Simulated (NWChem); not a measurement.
Species: ZnH$_{2}$; SMILES [ZnH2]

Computed with NWChem. All runs use the structure optimised with PBE0/def2-SVP.

Question: What does the run give for PBE/3-21G? Quantities: highest occupied level (eV); orbital gap (eV).

Answer: The highest occupied level (eV) is -6.76 and the orbital gap (eV) is 5.39.
